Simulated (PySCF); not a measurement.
## Two-dimensional NMR puzzle

Compound of formula C$_{3}$HF$_{5}$O. Correlations simulated from computed shifts and the bond graph:

HSQC (one-bond C–H):
| δH | δC |
| --- | --- |
| 5.57 | 88.9 |

HMBC (two and three bonds, from the bond graph):
| δH | δC |
| --- | --- |
| 5.57 | 128.9, 91.1 |

Carbons without hydrogens: δ 128.9, 91.1.

PySCF 2.14 calculation with shielding tensors at PBE0/pcSseg-1 (GIAO) and geometry: GFN2-xTB; no solvent, no relativistic terms, one conformer, rapidly exchanging positions averaged.

Scale: ¹H, ¹³C against TMS (reference shieldings calculated alike).

Exchangeable hydrogens are left out of these lists.

Question: Work out the connectivity.

Answer: SMILES [C@]1(F)(C(F)(F)F)[C@H](F)O1.

Numbering as in the mapped SMILES `[F:1][C@@H:2]1[O:3][C@:4]1([F:5])[C:6]([F:7])([F:8])[F:9]`. Each H is labelled by its parent atom.

1. δC 128.9 is C6, a CF3 carbon.
2. δC 91.1 is C4, an epoxide ring carbon.
3. δC 88.9 is C2, an epoxide ring carbon (δH 5.57).
4. HMBC from δH 5.57 reaches the proton-free carbons C6, C4.

The data come from this structure; uniqueness wasn't tested.

Shifts are as computed. Against solution values, carbons near 30 ppm lie about +3 ppm off and those near 130 ppm about +5 ppm. Of 1313 compounds with measured shifts, 239 miss one by over three times the rms of a fit or turn the order of signals round; such compounds aren't used in these exercises.
